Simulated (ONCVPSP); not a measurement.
# Which change was made? (Sb, ONCV)

| Item | Value |
| --- | --- |
| Element | antimony |
| Generator | ONCVPSP 4.0.1 |
| Type | optimised norm-conserving Vanderbilt (ONCV) |
| Functional | PW91 |
| Relativity | scalar-relativistic |
| Frozen core | [Kr] 4d10 |
| Valence charge | 5 |
| Reference configuration | 5s2 5p2 (charge +1) |
| Partial waves | 5s: rc 1.80 bohr, ncon 5, nbas 8, qcut 3.7 1/bohr, 3 projectors, debl 1.7 Ha; 5p: rc 2.25 bohr, ncon 5, nbas 10, qcut 3.4 1/bohr, 2 projectors, debl 1.6 Ha; d scattering state at 0.06 Ha: rc 2.45 bohr, ncon 3, nbas 6, qcut 4.1 1/bohr, 3 projectors, debl 1.4 Ha |
| Local potential | polynomial inside 1.40 bohr (lpopt 5, dvloc0 0 Ha) |
| Core correction | none |

Cutoffs, loose and tight: the cutoffs (Ha) at which the residual kinetic energy of the hardest occupied pseudo-wave falls to 1 and 0.1 mHa per electron. They do not see the model core or the augmentation charge, which bear on the density cutoff. Test errors are all-electron minus pseudo excitation energies from the reference, over the configurations 5s2 5p3; 5s2 5p1; 5s2 5p0; 5s1 5p0; variants that change the core or the reference have their own tests.

The base gives: outcome: generated; cutoff, loose: 37 Ha; cutoff, tight: 49 Ha; bound ghosts: s, d; GHOST(+) flags above zero: p, d; largest test error (meV): +210.

(1) After one change the result is: outcome: generated, projector energies reset by the program; cutoff, loose: 37 Ha; cutoff, tight: 51 Ha; bound ghosts: s; GHOST(+) flags above zero: p, d; largest test error (meV): +30. Which change was it?
A. p: rc 2.86
B. reference 5s2 5p1
C. core correction Teter function, fcfact 4.25, rcfact 1.45

## Answers

(1) B. The others give: p: rc 2.86 → outcome: generated; cutoff, loose: 37 Ha; cutoff, tight: 49 Ha; bound ghosts: s, d; GHOST(+) flags above zero: p, d; largest test error (meV): +137 | core correction Teter function, fcfact 4.25, rcfact 1.45 → outcome: generated; cutoff, loose: 37 Ha; cutoff, tight: 49 Ha; bound ghosts: s, d; GHOST(+) flags above zero: p, d; largest test error (meV): -789.
